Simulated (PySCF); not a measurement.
C5H5F, SMILES C1=CC=CC1F.

Geometry: B3LYP-D3(BJ)/def2-SVP. Other conformers were not sampled.

Level of theory: PBE/def2-TZVP (PySCF).

Gas-phase values at a fixed geometry.

The total energy comes out as -293.09338 hartree. The point group comes out as Cs, the highest occupied level comes out as -5.69 eV and the lowest empty level is -2.32 eV. The orbital gap is 3.37 eV. The dipole moment is 1.72 D and the quadrupole, principal values (traceless, Buckingham form, about the centre of nuclear charge) is -5.78, 1.68, 4.10 D·Å. The mean static polarisability comes out as 55.7 bohr³ (8.25 Å³) and the polarisability, principal values is 38.3, 61.8, 67.0 bohr³.
